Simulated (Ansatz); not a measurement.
Input for Ansatz (development build ahead of 0.2.0):

```yaml
crystal:
  periodic: [false, false, false]
  atoms:
    - { symbol: Cu, position_ang: [0.0, 0.0, 0.0] }
    - { symbol: O, position_ang: [0.0, 0.0, 2.064] }
basis:
  gaussian: { orbitals: def2-SVP }
magnetization:
  spin_polarized: true
  initial_magnetization: 1
hamiltonian:
  xc: hf
scf:
  omitted_lower_state_checks: [stability, starts, atomic_configurations, cluster_reference, orbital_swaps, given_window_search, neighbouring_geometries, increment]
output:
  forces: true
```

The input is written out in the form of the current development build from the run's settings.

Results

| Item | Value |
| --- | --- |
| Converged | yes |
| Total energy | -1713.42296 hartree |
| Spin squared of the determinant | 0.822 |

Forces (eV/Å):
```
atom     Fx     Fy      Fz
 Cu1  0.000  0.000   1.676
  O2  0.000  0.000  -1.676
```
